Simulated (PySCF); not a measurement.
Species: C6H10FPS.
Structure used (PBE0-D3(BJ)/def2-SVP), in Å, numbered top down from 1:
```xyz
19
C6H10FPS angstrom
C      1.4623    0.9446    0.1964
C      1.4038   -0.5635    0.3663
P     -0.2590   -1.3326    0.2811
S     -0.1908   -3.2696    0.4373
C     -1.3099   -0.4062    1.4188
C     -2.0844    0.4489    0.7439
F     -2.9597    1.2661    1.3092
C     -1.9744    0.5412   -0.7455
C     -1.1069   -0.6316   -1.2115
H      2.4947    1.3064    0.3113
H      1.1186    1.2588   -0.8017
H      0.8432    1.4611    0.9455
H      1.8138   -0.8868    1.3364
H      1.9922   -1.0949   -0.3995
H     -1.3257   -0.5340    2.5013
H     -2.9819    0.5263   -1.1923
H     -1.5341    1.5178   -1.0098
H     -1.7208   -1.4607   -1.5918
H     -0.3823   -0.3668   -1.9945
```

Method: PySCF 2.14.0, density-fitted response routines, TDDFT B3LYP/def2-SVPD, vertical, gas phase, core orbitals frozen in the response.

Broadening: Gaussians 0.5 eV wide at half height, area fixed by f = 4.319×10⁻⁹ ∫ε dν̃. The cross-section is σ = 3.8235×10⁻²¹ ε cm², given in Mb (10⁻¹⁸ cm²). The width is an assumption, not a result. The curve ends short of the highest state used, and states not computed would add to its high-energy end.

```csv
E (eV),σ (Mb)
3.72,0.00
3.78,0.01
3.83,0.02
3.89,0.05
3.94,0.10
4.00,0.21
4.05,0.35
4.11,0.60
4.16,0.90
4.22,1.35
4.27,1.79
4.33,2.34
4.39,2.82
4.44,3.10
4.50,3.24
4.55,3.16
4.61,2.86
4.66,2.48
4.72,1.94
4.77,1.50
4.83,1.03
4.88,0.73
4.94,0.49
4.99,0.41
5.05,0.45
5.11,0.66
5.16,0.98
5.22,1.56
5.27,2.23
5.33,3.24
5.38,4.26
5.44,5.67
5.49,7.00
5.55,8.81
5.60,10.51
5.66,12.78
```

Question: Locate the maxima and give the states behind the curve.

Answer: 275 nm (4.50 eV), ε about 850, made up of S1 (44%) and S2 (56%) (ε in L mol⁻¹ cm⁻¹; maxima over ε = 5, shares over 10%). At its high-energy end, 5.66 eV, the curve is still rising (ε about 3300, from S4, S6, S7 and S8). The states used: S1 4.47 eV (f 0.0070); S2 4.53 eV (f 0.0089); S3 5.50 eV (f 0.0079); S4 5.57 eV (f 0.015); S5 5.73 eV (f 0.0041); S6 5.85 eV (f 0.014); S7 5.91 eV (f 0.035); S8 6.02 eV (f 0.034); S9 6.11 eV (f 0.027); S10 6.26 eV (f 0.0067).

Question: Coming from long wavelengths, where does ε first pass 100 L mol⁻¹ cm⁻¹?

Answer: At about 305 nm (4.06 eV), 0.41 eV below S1.

Question: What would ε be at 4.50 eV, the highest of these maxima, with half the width (0.25 eV)?

Answer: About 1640 L mol⁻¹ cm⁻¹ against 847, a factor of about 1.9; a lone state at its own centre would give exactly 2.

Question: On this curve, what absorbance would a 10⁻³ mol/L sample give at 280 nm over a 1 cm path?

Answer: 280 nm is 4.428 eV, where ε is about 800 L mol⁻¹ cm⁻¹, so A = ε c l ≈ 0.8 (Beer–Lambert, with the gas-phase spectrum and the assumed width).

The vertical ionisation energy (ΔSCF) is 8.30 eV, 2.04 eV above S10.

One conformer stands for the species.
